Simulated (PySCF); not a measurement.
# Spin states and ions at one geometry of [ReO3(H2O)2]+

PySCF 2.14.0, RKS PBE0, Re def2-SVP with ECP60, O def2-SVP, H def2-SVP; non-relativistic Hamiltonian with scalar-relativistic core potentials where named; density fitting; no spin-orbit coupling; singlets restricted, open shells unrestricted. The geometry is relaxed for charge +1, singlet, vacuum:

```xyz
10

Re    0.0316    0.1601    0.0880
O     0.4629   -0.1581    1.6834
O     1.3756   -0.1065   -0.8887
O    -0.2854    1.8109    0.0063
O    -1.9607   -0.1316   -0.6060
H    -2.3626   -0.9986   -0.7842
H    -2.5752    0.5980   -0.8011
O    -0.3961   -2.1004   -0.1279
H    -0.3521   -2.6128    0.6975
H     0.1809   -2.5643   -0.7587
```

Energies count from the relaxed state; an electron taken off or put on is at rest in vacuum. Charges and spins are Mulliken's.

Problem. Order these states by energy, lowest first.
A. charge +1, singlet, vacuum
B. charge 0, doublet, vacuum
C. charge +1, triplet, vacuum
D. charge +2, doublet, vacuum

Solution. B (-6.04 eV), A (0.00 eV), C (3.36 eV), D (16.60 eV).

Problem. How do charge and spin on the first atom follow?

Solution. 
```csv
state,spin squared,charge on Re1 (e),spin on Re1 (e),dipole about the centre of mass (D)
"charge +1, singlet, vacuum",0.00,1.29,0.00,9.76
"charge +1, triplet, vacuum",2.03,1.16,0.56,8.72
"charge +2, doublet, vacuum",0.80,1.46,-0.33,8.27
"charge 0, doublet, vacuum",0.75,0.94,0.72,9.32
```

With an electron taken off (doublet) the charges change, summed by element, by Re +0.17 e, O +0.70 e, H +0.13 e. The vertical ionisation energy is 16.60 eV, against −ε(HOMO) = 14.40 eV of the relaxed state. The level lies 2.2 eV too high, as is usual for semilocal functionals and global hybrids, which keep a self-interaction error.

With an electron put on (doublet) the charges change, summed by element, by Re -0.36 e, O -0.40 e, H -0.25 e. The vertical electron affinity is 6.04 eV, against −ε(LUMO) = 8.20 eV of the relaxed state.

Open shells may have lower solutions than those found.
